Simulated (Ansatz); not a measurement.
Two isomers of C3H6ClNSi: A = `C[Si]1(Cl)CC1=N`, B = `C[Si](C)(Cl)C#N`.

Computed with Ansatz on PBE0-D4/def2-TZVP structures; ΔE is electronic, products minus reactants. CCSD(T)/CBS adds triple-zeta CCSD(T) − MP2 to the extrapolated MP2 energy (def2 sets, frozen cores). Functionals use def2-TZVPP. B3LYP here is the variant with VWN-RPA as its local correlation; programs differ in this. One conformer a species, not always the lowest.

Which is lower in electronic energy at CCSD(T)/CBS, and by how much? (An estimate is asked.)

Ansatz gave: B, by 56.9 kcal/mol.

Give E(B) − E(A) in kcal/mol with CCSD(T)/def2-TZVPP, HF/def2-TZVPP, B3LYP, B3LYP-D4, B2PLYP, PBE0-D4, MP2/def2-TZVPP. (Estimate.)

Computed: CCSD(T)/def2-TZVPP -58.0, HF/def2-TZVPP -65.7, B3LYP -54.0, B3LYP-D4 -54.1, B2PLYP -57.4, PBE0-D4 -48.6, MP2/def2-TZVPP -60.2. None reverses the order clearly.

Largest T1 diagnostic: 0.012.

In def2-TZVPP, CCSD(T) changes the Hartree–Fock value by +7.7 kcal/mol (the triples alone add +1.2 kcal/mol) and MP2 by +5.5 kcal/mol. From PBE to PBE0 (25 % exact exchange), in def2-TZVPP and without D4, E(B) − E(A) moves by −2.4 kcal/mol.
